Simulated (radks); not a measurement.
Values are calculated unless marked as measured or tabulated.
Problem. Ionisation of the tungsten ion W3+, [Xe] 4f14 5d3, to W4+, [Xe] 4f14 5d2, under several functionals. Dirac Kohn-Sham, spin-unpolarised, spherical densities, finite nucleus; open shells fill j = l - 1/2 first; a radial shooting solver on a logarithmic mesh with Libxc functionals. The NIST Atomic Spectra Database gives 38.2 eV (semi-empirical). Rank these functionals by the error of their Delta-SCF ionisation energy: PBE; HCTH/407; AM05; OLYP; XLYP.

Solution. From best to worst: HCTH/407 37.946 eV (-0.254); AM05 37.622 eV (-0.578); PBE 37.607 eV (-0.593); XLYP 37.598 eV (-0.602); OLYP 37.589 eV (-0.611). Spin polarisation and multiplet splitting are left out, so open shells lie too high by an amount that depends on their filling.

Beside tabulated values, note that spin-unpolarised runs miss the spin-polarisation part of the exchange energy of open shells.
